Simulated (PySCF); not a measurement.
**Optical rotation: SMILES C=C(Cl)/C(Cl)=C\C=O, C5H4Cl2O**

Molfile (atoms numbered from 1):
```
C5H4Cl2O
     RDKit          3D

 12 11  0  0  0  0  0  0  0  0999 V2000
   -1.7167    0.4188   -0.0016 C   0  0  0  0  0  0  0  0  0  0  0  0
   -0.9403   -0.3445   -0.7615 C   0  0  0  0  0  0  0  0  0  0  0  0
   -1.3592   -0.6765   -2.4106 Cl  0  0  0  0  0  0  0  0  0  0  0  0
    0.2899   -0.9929   -0.3025 C   0  0  0  0  0  0  0  0  0  0  0  0
    0.4143   -2.6605   -0.7110 Cl  0  0  0  0  0  0  0  0  0  0  0  0
    1.2682   -0.3999    0.4004 C   0  0  0  0  0  0  0  0  0  0  0  0
    1.3242    1.0239    0.7160 C   0  0  0  0  0  0  0  0  0  0  0  0
    2.1128    1.5118    1.4846 O   0  0  0  0  0  0  0  0  0  0  0  0
   -2.6149    0.8659   -0.3888 H   0  0  0  0  0  0  0  0  0  0  0  0
   -1.4791    0.5900    1.0328 H   0  0  0  0  0  0  0  0  0  0  0  0
    2.1109   -0.9841    0.7438 H   0  0  0  0  0  0  0  0  0  0  0  0
    0.5911    1.6471    0.1724 H   0  0  0  0  0  0  0  0  0  0  0  0
  1  2  2  0
  2  3  1  0
  2  4  1  0
  4  5  1  0
  4  6  2  0
  6  7  1  0
  7  8  2  0
  1  9  1  0
  1 10  1  0
  6 11  1  0
  7 12  1  0
M  END
```

Computed with PySCF, TDDFT PBE0/def2-SVPD circular dichroism and optical rotation, one conformer, gas phase. Geometry: GFN2-xTB.

No stereocentre is labelled: unless the shape is locked (an allene, a helicene, a hindered biaryl), the mirror image is equally populated and a measured rotation or CD is zero.

(1) What is the specific rotation at 633, 589.3, 546, 436 nm?

## Answers

(1) [α] in deg dm⁻¹ (g/mL)⁻¹:
| λ (nm) | origin-invariant length gauge | modified velocity gauge | length gauge (centre of mass) | isotropic polarisability (au) |
| --- | --- | --- | --- | --- |
| 633 | +0.2 | +19.5 | +0.8 | 99.2 |
| 589.3 | -23.4 | +0.1 | -22.8 | 99.9 |
| 546 | -72.8 | -43.0 | -72.0 | 100.9 |
| 436 | -907.6 | -828.8 | -906.2 | 105.3 |

The shortest wavelength is close to the first absorption, where this undamped response comes out too large.

Where the gauges differ in sign the basis doesn't settle the rotation.

The first excitation lies at 3.36 eV (369 nm) with R = -14.2 × 10⁻⁴⁰ esu² cm² (velocity form).
